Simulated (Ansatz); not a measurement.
Consider the cleavage of the B–Si bond: `B[SiH](F)[SiH2]N` + orthosilicic acid → `BO[Si](O)(O)O` + `N[SiH2][SiH2]F`.

Calculated with Ansatz (gas phase, PBE0-D4/def2-TZVP geometries, no zero-point term in ΔE). CBS: MP2 limit from def2 TZ/QZ plus the TZ coupled-cluster correction, frozen cores. This one scheme is used for every species. Functionals use def2-TZVPP. B3LYP here is the variant with VWN-RPA as its local correlation; programs differ in this. Each species was taken in one conformer, which may not be the lowest.

`B[SiH](F)[SiH2]N`:

```xyz
12

B     2.011   -0.196   -0.904
Si    0.489   -1.287   -0.248
F     0.802   -2.126    1.093
Si   -1.335    0.172    0.101
N    -0.928    1.393    1.242
H     3.000    0.032   -0.273
H     1.889    0.343   -1.967
H     0.054   -2.265   -1.288
H    -2.496   -0.575    0.656
H    -1.731    0.651   -1.261
H    -0.099    1.952    1.138
H    -1.656    1.907    1.712
```

`O[Si](O)(O)O`:

Cartesian coordinates in Å:
```
O -1.302 0.915 0.360
Si 0.000 0.000 0.000
O -0.301 -1.486 0.602
O 1.413 0.484 0.656
O 0.190 0.087 -1.617
H -1.719 0.752 1.207
H 0.456 -2.058 0.729
H 1.874 1.193 0.206
H -0.611 0.113 -2.143
```

`BO[Si](O)(O)O`:

Z-matrix (Å, degrees):
```
Si
O 1 1.644
O 1 1.621 2 109.2
O 1 1.624 2 113.4 3 -115.6
O 1 1.632 2 103.5 3 121.9
B 2 1.346 1 132.2 3 149.9
H 3 0.958 1 117.3 2 38.8
H 4 0.958 1 117.4 2 -70.2
H 5 0.958 1 117.1 2 -171.5
H 6 1.205 2 120.3 1 -1.6
H 6 1.198 2 118.4 1 178.5
```

`N[SiH2][SiH2]F`:

```xyz
10

N    -1.079    1.288    0.587
Si    0.419    0.443    0.674
Si    0.329   -1.327   -0.864
F    -0.087   -0.736   -2.305
H    -1.444    1.551   -0.315
H    -1.306    1.984    1.280
H     1.646    1.256    0.407
H     0.568   -0.110    2.048
H     1.645   -2.004   -1.016
H    -0.692   -2.343   -0.496
```

Is it downhill or uphill in electronic energy at CCSD(T)/CBS, and by how much? (An estimate is asked.)

Ansatz gave: Downhill: ΔE = -35.5 kcal/mol.

What do these levels give: PBE-D4, r2SCAN-D4, B3LYP-D4, ωB97X-V, PBE, B3LYP, MP2/def2-TZVPP, CCSD(T)/def2-TZVPP, MP2/def2-QZVPP, SCS-MP2/def2-QZVPP, MP2/CBS(def2), CCSD/CBS(def2)? (Best estimate.)

Computed: PBE-D4 -32.2, r2SCAN-D4 -34.4, B3LYP-D4 -36.3, ωB97X-V -35.6, PBE -32.2, B3LYP -36.3, MP2/def2-TZVPP -37.3, CCSD(T)/def2-TZVPP -35.9, MP2/def2-QZVPP -37.2, SCS-MP2/def2-QZVPP -37.8, MP2/CBS(def2) -36.9, CCSD/CBS(def2) -35.7 kcal/mol.

Largest T1 diagnostic among the species: 0.013.

In def2-TZVPP, CCSD(T) changes the Hartree–Fock value by +3.6 kcal/mol (the triples alone add +0.2 kcal/mol) and MP2 by +2.2 kcal/mol. From PBE to PBE0 (25 % exact exchange), in def2-TZVPP and without D4, ΔE moves by −1.1 kcal/mol.
